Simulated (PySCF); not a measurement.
**`CC(=O)OC1=CC=C[SiH2]1`, C6H8O2Si**

Geometry:
```
atom   x (Å)   y (Å)   z (Å)
  C1   3.166  -0.647  -0.301
  C2   1.679  -0.675  -0.091
  O3   1.048  -1.669   0.203
  O4   1.123   0.516  -0.262
  C5  -0.241   0.554  -0.082
  C6  -0.982   1.660  -0.210
  C7  -2.399   1.445   0.029
  C8  -2.774   0.197   0.340
 Si9  -1.275  -0.967   0.376
 H10   3.576  -1.641  -0.150
 H11   3.619   0.053   0.397
 H12   3.384  -0.304  -1.311
 H13  -0.599   2.636  -0.466
 H14  -3.074   2.286  -0.054
 H15  -3.807  -0.044   0.532
 H16  -1.058  -1.441   1.737
 H17  -1.393  -1.947  -0.696
```

The calculation used GIAO KT3/pcSseg-1 magnetisability, rotational g tensor and spin-rotation constants, non-relativistic, gas phase in PySCF 2.14.0. Geometry: GFN2-xTB.

Give the nuclear spin-rotation constants along the inertial axes (H = +C I·J) beside the isotropic shieldings.

Rotational constants 3.4455, 0.9846, 0.7769 GHz. A star marks the isotopologue with that one atom substituted, in its own axes.
```tsv
atom	isotope	Caa (kHz)	Cbb (kHz)	Ccc (kHz)	mean (kHz)	σ (ppm)
H10	1H	-0.138	-0.033	-0.089	-0.087	29.7
H11	1H	-0.333	-0.071	-0.014	-0.139	29.4
H12	1H	-0.333	-0.072	-0.013	-0.140	29.4
H13	1H	-0.315	0.103	-0.091	-0.101	25.2
H14	1H	0.207	-0.041	-0.085	0.027	24.8
H15	1H	0.223	-0.049	-0.096	0.026	25.9
H16	1H	-0.306	-0.047	0.006	-0.116	27.1
H17	1H	-0.306	-0.047	0.006	-0.116	27.1
C1	13C*	0.428	0.150	0.133	0.237	163.2
C2	13C*	1.667	0.350	0.198	0.739	20.7
O3	17O*	-1.617	-0.570	-0.077	-0.755	-69.2
O4	17O*	-1.174	-0.349	-0.091	-0.538	66.6
C5	13C*	1.531	0.377	0.158	0.689	37.0
C6	13C*	1.276	0.361	0.118	0.585	67.2
C7	13C*	1.700	0.321	0.119	0.713	49.1
C8	13C*	1.583	0.340	0.095	0.673	59.8
Si9	29Si*	-1.768	-0.515	-0.435	-0.906	434.9
```
For the geometry as given, no vibrational averaging.
